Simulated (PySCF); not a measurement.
A structure optimised at B3LYP-D3(BJ)/def2-TZVP, used in a PySCF frequency run:

```xyz
4

Ga     0.0000     0.0000     1.1710
H      0.0000     1.4086     1.8357
H      0.0000    -1.4086     1.8357
Br     0.0000     0.0000    -1.1421
```
Charge 0, spin multiplicity 1.

### Question
Write its SMILES, formula and point group.

### Answer
[GaH2][Br], BrGaH2, C2v

### Question
What are its rotational constants (standard atomic weights)?

### Answer
126.35, 2.4485, 2.4020 GHz
